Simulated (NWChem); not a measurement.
**Atomisation of tert-butyl chloride (C4H9Cl)**

SMILES: CC(C)(C)Cl
```xyz
14

C     -0.7073    -0.8348     1.2651
C      0.0103    -0.3679     0.0000
C     -0.7073    -0.8348    -1.2651
C      1.4829    -0.7738     0.0000
Cl    -0.0415     1.4870     0.0000
H     -0.7028    -1.9373     1.3098
H     -0.2088    -0.4501     2.1670
H     -1.7527    -0.4927     1.2755
H     -1.7527    -0.4927    -1.2755
H     -0.2088    -0.4501    -2.1670
H     -0.7028    -1.9373    -1.3098
H      1.5653    -1.8741     0.0000
H      1.9990    -0.3885     0.8917
H      1.9990    -0.3885    -0.8917
```
Charge 0, spin multiplicity 1.

All runs are NWChem calculations. The geometry was optimised at B3LYP/def2-SVP, held to Cs symmetry and with no frequency check, so it may be a saddle point.

Basis set: def2-SVP. The atomisation energy is electronic alone: no zero-point, thermal, spin-orbit or counterpoise terms. No value is extrapolated to the basis-set limit. Free atoms are single determinants with multiplicities C 3, Cl 2, H 2. Correlated methods freeze the same cores in atoms and molecule, 9 orbitals in all.

B3LYP has NWChem's definition, with VWN1-RPA local correlation. No SCF solution was tested for a lower state. Open-shell Hartree-Fock references start from PBE0 orbitals.

Task: For the atomisation energy, M06-2X gives 1289.8 kcal/mol and MP2 gives 1243.5 kcal/mol. What do r2SCAN, PBE, PBE0 give?

Result: r2SCAN: 1295.4 kcal/mol; PBE: 1310.3 kcal/mol; PBE0: 1298.5 kcal/mol.
